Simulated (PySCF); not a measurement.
## `C=Cc1ncncn1`, C5H5N3

Molfile (atoms numbered from 1):
```
C5H5N3
     RDKit          3D

 13 13  0  0  0  0  0  0  0  0999 V2000
   -2.5285    0.2325    0.0846 C   0  0  0  0  0  0  0  0  0  0  0  0
   -1.5126   -0.6252    0.2245 C   0  0  0  0  0  0  0  0  0  0  0  0
   -0.1068   -0.2332    0.0797 C   0  0  0  0  0  0  0  0  0  0  0  0
    0.1872    1.0431   -0.2050 N   0  0  0  0  0  0  0  0  0  0  0  0
    1.4764    1.3147   -0.3214 C   0  0  0  0  0  0  0  0  0  0  0  0
    2.4721    0.4410   -0.1802 N   0  0  0  0  0  0  0  0  0  0  0  0
    2.0728   -0.7945    0.1026 C   0  0  0  0  0  0  0  0  0  0  0  0
    0.8144   -1.1910    0.2431 N   0  0  0  0  0  0  0  0  0  0  0  0
   -3.5652   -0.0917    0.1989 H   0  0  0  0  0  0  0  0  0  0  0  0
   -2.3319    1.2821   -0.1491 H   0  0  0  0  0  0  0  0  0  0  0  0
   -1.6700   -1.6810    0.4574 H   0  0  0  0  0  0  0  0  0  0  0  0
    1.7510    2.3511   -0.5545 H   0  0  0  0  0  0  0  0  0  0  0  0
    2.8524   -1.5556    0.2317 H   0  0  0  0  0  0  0  0  0  0  0  0
  1  2  2  0
  2  3  1  0
  3  4  2  0
  4  5  1  0
  5  6  2  0
  6  7  1  0
  7  8  2  0
  8  3  1  0
  1  9  1  0
  1 10  1  0
  2 11  1  0
  5 12  1  0
  7 13  1  0
M  END
```

Method used: quadratic response CAM-B3LYP/aug-cc-pVDZ first hyperpolarisability, Taylor convention, gas phase in PySCF. Geometry: PBE0-D3(BJ)/def2-SVP.

(1) Give the tensor of the second harmonic β(−2ω;ω,ω) at 1064 nm in the axes of these coordinates.

Results:

(1) In au, Taylor convention; rows are the first index (the induced dipole):
|  | xx | yy | zz | xy | xz | yz |
| --- | --- | --- | --- | --- | --- | --- |
| x | -377.3 | +30.6 | +46.0 | -77.2 | +37.2 | +7.7 |
| y | -65.2 | +33.1 | +5.5 | +27.8 | +7.0 | -6.0 |
| z | +34.4 | -6.0 | -9.6 | +7.5 | +42.6 | +6.1 |

Norm of βᵢ = ⅓ Σⱼ (βᵢⱼⱼ + βⱼᵢⱼ + βⱼⱼᵢ): 307.5 au, hyper-Rayleigh value 153.4 au.
